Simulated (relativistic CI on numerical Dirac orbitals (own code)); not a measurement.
# V³⁺ (3d2) in a crystal field

Calculated by Dirac-Coulomb-Breit CI, orbitals from a KLI potential per configuration, QED by a radiative potential, valence Slater integrals scaled by 0.9, one configuration in a parametric crystal field (own radial code). With so little scaling, terms lie 10 to 35 % too far apart, which can change the order of excited levels.

Field parameters in Wybourne normalisation: Td as Oh with Dq negative (B⁴₀ = 21Dq, B⁴₄ = √(5/14) B⁴₀). The field is a parameter set, without covalency.

S is read from ⟨S²⟩ = S(S + 1).

Site symmetry Td; labels are those of the double group. Computed levels in cm⁻¹ above the lowest, in rising order:

```csv
Δ (size of 10Dq),Lowest,No. 2,No. 3,No. 4,No. 5,No. 6,No. 7,No. 8
1800,T2,1750 A2,1805 E,1807 T2,1871 T1,3128 T2,3178 E,3412 T1
3300,T2,3230 A2,3281 T2,3322 E,3361 T1,5700 T2,5723 E,5983 T1
4750,T2,4673 A2,4721 T2,4778 E,4807 T1,8138 T2,8150 E,8416 T1
6250,T2,6169 A2,6216 T2,6280 E,6305 T1,10588 T2,10590 E,10856 T1
7700,T2,7617 A2,7662 T2,7730 E,7754 T1,12859 E,12876 T2,13131 T1
9150,T2,9065 A2,9110 T2,9179 E,9203 T1,14439 E,15078 T2,15151 E
10650,T2,10564 A2,10609 T2,10675 E,10703 T1,14565 E,17263 T2,17285 E
12100,T2,12013 A2,12058 T2,12117 E,12152 T1,14636 E,19289 T2,19303 E
13550,T2,13462 A2,13507 T2,13536 E,13602 T1,14713 E,21236 T2,21246 E
15000,T2,14563 E,14911 A2,14956 T2,15051 T1,15174 E,23112 T2,23120 E
16500,T2,14692 E,16411 A2,16455 T2,16551 T1,16577 E,24986 T2,24993 E
17950,T2,14732 E,17860 A2,17905 T2,18001 T1,18013 E,25936 A1,26745 T2
```

Ground-state S against |10Dq| in cm⁻¹: 1800: 1.00, 3300: 1.00, 4750: 1.00, 6250: 1.00, 7700: 1.00, 9150: 1.00, 10650: 1.00, 12100: 1.00, 13550: 1.00, 15000: 1.00, 16500: 1.00, 17950: 1.00.

No abrupt spin change occurs in this range.
